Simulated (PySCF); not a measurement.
Gas-phase reaction: W₂O₆ + 6 Cl₂ = 2 WCl₆ + 3 O₂

Computed with PySCF and rigid-rotor harmonic-oscillator thermochemistry at 1 bar. † marks an energy on the PBE0/def2-TZVP geometry and frequencies; other levels use their own. MP2 and CCSD(T) freeze the core. Open shells (unrestricted): O₂ (multiplicity 3); the rest are closed-shell singlets. W: scalar-relativistic def2 core potential, no spin-orbit coupling. W₂O₆: computed as isolated molecules; such fragments, hydroxides, amides, oligomers or adducts are transient or little studied in the gas. MP2 isn't extrapolated to the basis-set limit. CCSD(T) isn't extrapolated to the basis-set limit. Warning, large T1 diagnostic: W₂O₆, WCl₆ (CCSD(T)/def2-SVP†).

```tsv
level	ΔH°(298 K), kJ
CCSD(T)/def2-SVP†	-28
HF/def2-TZVP†	-20
M06-2X/def2-TZVP†	162
MP2/def2-SVP†	-23
PBE/def2-SVP	[?]
PBE/def2-TZVP†	36
PBE0/def2-TZVP	[?]
LDA/def2-TZVP†	[?]
ωB97M-V/def2-TZVP†	[?]
```

Problem. What belongs in the gaps?

Solution. 
- PBE/def2-SVP, ΔH°(298 K), kJ: -169
- PBE0/def2-TZVP, ΔH°(298 K), kJ: 20
- LDA/def2-TZVP†, ΔH°(298 K), kJ: -16
- ωB97M-V/def2-TZVP†, ΔH°(298 K), kJ: 122
